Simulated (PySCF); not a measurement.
O⁺: excitation energy

O⁺ [He] 2s2 2p3 (4S) → O⁺ [He] 2s2 2p2 3s1 (4P), as a difference of total energies. Computed with PySCF 2.14 in aug-cc-pCVTZ-DK (7s6p4d2f, 59 functions), with scalar relativity by spin-free X2C-1e. Correlated levels: valence and next inner shell: nothing frozen. The calculations carry no spin-orbit coupling.

| method | excitation energy (eV) | error (eV) |
| --- | --- | --- |
| UHF | 22.745 | -0.242 |
| MP2 (valence and next inner shell) | 23.155 | +0.168 |
| SCS-MP2 (valence and next inner shell) | 22.934 | -0.053 |
| CCSD (valence and next inner shell) | 22.963 | -0.024 |
| CCSD(T) (valence and next inner shell) | 22.943 | -0.044 |

Reference: 22.987 eV (measured; NIST levels, between the centres of gravity of the two terms).

Errors of the correlated levels include the incompleteness of this basis.
